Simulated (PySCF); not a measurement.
# `[SiH3]CC1C[NH2+]C1`: 4 charge schemes on one density

C4H12NSi (charge +1).
Numbering: `[SiH3:1][CH2:2][CH:3]1[CH2:4][NH2+:5][CH2:6]1` (hydrogens: H7, H8, H9 on Si1; H10, H11 on C2; H12 on C3; H13, H14 on C4; H15, H16 on N5; H17, H18 on C6)

Cartesian coordinates in Å at the PBE0-D3(BJ)/def2-SVP level; atoms count from 1:
```
atom  x, y, z in Å
Si1    2.6313    0.2722    0.1677
C2     0.9886    0.0548    1.1098
C3    -0.1561   -0.4193    0.2420
C4    -0.6781    0.5203   -0.8632
N5    -2.1011    0.1628   -0.4858
C6    -1.5875   -0.4179    0.8154
H7     3.0394   -1.0474   -0.3952
H8     3.6618    0.8118    1.0933
H9     2.3874    1.2272   -0.9584
H10    0.7318    1.0142    1.5931
H11    1.1598   -0.6688    1.9244
H12    0.0708   -1.4098   -0.1865
H13   -0.4469    0.3111   -1.9152
H14   -0.5129    1.5850   -0.6481
H15   -2.5052   -0.5499   -1.1035
H16   -2.7782    0.9317   -0.4241
H17   -1.7385    0.3199    1.6152
H18   -2.0694   -1.3672    1.0814
```

Density: PBE0/pcSseg-1 (PySCF); schemes: Mulliken, IAO, Hirshfeld and ESP-fitted. Geometry: PBE0-D3(BJ)/def2-SVP, one conformer, isolated ion.

Question: Give the atomic charges in each scheme.

Answer: In e; atoms taken as equivalent share a row and are averaged (×n: the atom named and its like, n in all):

```tsv
atom	environment	Mulliken	IAO	Hirshfeld	ESP-fitted
Si1	SiH3 silicon	+0.478	+0.591	+0.340	+0.454
C2	sp3 carbon bound to silicon	-0.456	-0.546	-0.150	-0.622
C3	four-membered-ring carbon	-0.421	-0.103	-0.010	+0.343
C4/C6	sp3 carbon bound to nitrogen	+0.037	-0.149	+0.030	-0.220
N5	ammonium nitrogen	-0.340	-0.213	+0.037	-0.222
H7/H8/H9	Si–H hydrogen	-0.049	-0.097	-0.061	-0.084
H10/H11	methylene hydrogen	+0.171	+0.159	+0.055	+0.186
H12	methine hydrogen	+0.174	+0.158	+0.060	+0.044
H13/H18	methylene hydrogen	+0.201	+0.186	+0.085	+0.152
H14/H17	methylene hydrogen	+0.178	+0.181	+0.082	+0.175
H15	N–H hydrogen	+0.268	+0.325	+0.201	+0.336
H16	N–H hydrogen	+0.270	+0.324	+0.201	+0.334
```

Mean size of the charges over all atoms: ESP-fitted 0.226 e, IAO 0.217 e, Mulliken 0.207 e, Hirshfeld 0.094 e. Each set sums to the total charge, 1, to within 0.001 e. The ESP scheme fits charges at the nuclei, held to the total charge, to the electrostatic potential on points at 1.4 to 2.0 times the van der Waals radii. The Mulliken scheme gives each basis function's population to the atom it is centred on and halves the overlap population of two atoms between them.

Some averages cover members that differ in this geometry: H7/H8/H9, ESP-fitted -0.115 to -0.050; H7/H8/H9, Mulliken -0.076 to -0.029; H7/H8/H9, IAO -0.117 to -0.077; H10/H11, Mulliken +0.155 to +0.187 e.

Lowest charge. All schemes agree: Mulliken C2 (-0.456); IAO C2 (-0.546); Hirshfeld C2 (-0.150); ESP-fitted C2 (-0.622).

Highest charge. All schemes agree: Mulliken Si1 (+0.478); IAO Si1 (+0.591); Hirshfeld Si1 (+0.340); ESP-fitted Si1 (+0.454).

Question: How closely do the schemes follow one another over all atoms?

Answer: Correlation coefficient and root-mean-square difference: IAO with Hirshfeld 0.90, 0.160 e; Mulliken with IAO 0.90, 0.111 e; IAO with ESP-fitted 0.89, 0.118 e; Mulliken with Hirshfeld 0.79, 0.170 e; Hirshfeld with ESP-fitted 0.77, 0.191 e; Mulliken with ESP-fitted 0.65, 0.210 e.

Question: How many electrons does the ESP-fitted scheme count on N5?

Answer: Z − q = 7 − (-0.222) = 7.222.

These values come from a run that also computed NMR shieldings. On x86-64 server, one thread, shared host, this took 19 s wall.
